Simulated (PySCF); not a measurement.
Precursor series Ti Cl-H. Gas-phase values, no solvent.

Computed with TPSSh-D3(BJ)/def2-TZVP // r2SCAN-D4/def2-SVP run with PySCF 2.14.0. 

| species | HOMO–LUMO gap (eV) | charge on the central atom (meta-Löwdin) (e) |
|---|---|---|
| 0 of 4 Cl replaced by H ([Ti(Cl)4]) | 4.65 | 1.11 |
| 1 of 4 Cl replaced by H ([Ti(Cl)3(H)]) | 4.89 | ? |
| 2 of 4 Cl replaced by H ([Ti(Cl)2(H)2]) | 4.64 | 1.06 |
| 3 of 4 Cl replaced by H | 4.67 | 1.05 |
| 4 of 4 Cl replaced by H ([Ti(H)4]) | 4.67 | ? |

Question: Some entries are withheld; supply them.

Answer: 
- 1 of 4 Cl replaced by H ([Ti(Cl)3(H)]), charge on the central atom (meta-Löwdin) (e): 1.07
- 4 of 4 Cl replaced by H ([Ti(H)4]), charge on the central atom (meta-Löwdin) (e): 1.04
